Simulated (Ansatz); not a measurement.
Abridged output of a molecular run in Ansatz:

```
Functional definition: HF
1767 factors; integrals over basis functions are off by at most 9.8e-4 eV
mean field evaluation 1: about -10484.4986 eV, gradient 3.4e1 eV
mean field evaluation 2: about -10484.7844 eV, gradient 3.4e1 eV
mean field evaluation 4: about -10488.1712 eV, gradient 5.5e0 eV
mean field evaluation 8: about -10488.2676 eV, gradient 3.9e-1 eV
mean field evaluation 16: about -10488.2691 eV, gradient 1.4e-6 eV
mean field -10488.26912929 eV, -385.4367812974 hartree, gradient 1.4e-6 eV, S^2 0.000000; 0 other end points of the search recorded, 0 dependent functions left out
8 core orbitals not correlated: weight in the atoms' cores, before any rotation towards them, 1.000 or more for the frozen orbitals, at most 0.000 for the correlated occupied ones
reference -10488.26912929 eV, -385.4367812974 hartree; 19, 19 occupied and 245, 245 virtual orbitals, 1767 factors
second order -28.00561179 eV of doubles, -0.00000000 eV of singles
cycle   1  -27.80178273 eV  change    2.0e-1 eV  update   1.3e-1
cycle   2  -28.61705312 eV  change   -8.2e-1 eV  update   3.8e-2
cycle   3  -28.75678590 eV  change   -1.4e-1 eV  update   1.8e-2
cycle   4  -28.74469296 eV  change    1.2e-2 eV  update   4.7e-3
cycle   5  -28.74545912 eV  change   -7.7e-4 eV  update   2.1e-3
cycle   6  -28.74560646 eV  change   -1.5e-4 eV  update   6.5e-4
cycle   7  -28.74539372 eV  change    2.1e-4 eV  update   3.1e-4
cycle   8  -28.74543300 eV  change   -3.9e-5 eV  update   1.1e-4
cycle   9  -28.74546322 eV  change   -3.0e-5 eV  update   4.4e-5
perturbative correction -1.21619289 eV, -0.0446942643 hartree
Total energy: -10518.23078540 eV, -386.5378518506 hartree
```

Its atoms:

Z-matrix (Å, degrees):
```
C
C 1 1.465
H 1 1.093 2 109.6
H 1 1.091 2 110.8 3 -121.1
H 1 1.093 2 109.9 3 117.5
N 2 1.246 1 141.4 3 121.2
C 2 1.449 1 148.9 3 -57.5
Sn 7 2.140 2 123.3 1 78.4
H 7 1.090 2 117.6 1 -81.6
H 8 1.710 7 108.0 2 8.7
H 8 1.711 7 110.3 2 -110.8
H 8 1.707 7 110.7 2 128.7
```

Q: Which basis set was used?
A. def2-SVP
B. def2-TZVPP
C. def2-SVPD
D. def2-QZVPP

A: B. It gives 272 functions.

Q: Write the keys of the input that set method, charge and spin (a neutral closed shell needs none for the last two).

A: 
```yaml
correlation: {method: ccsd_t}
```
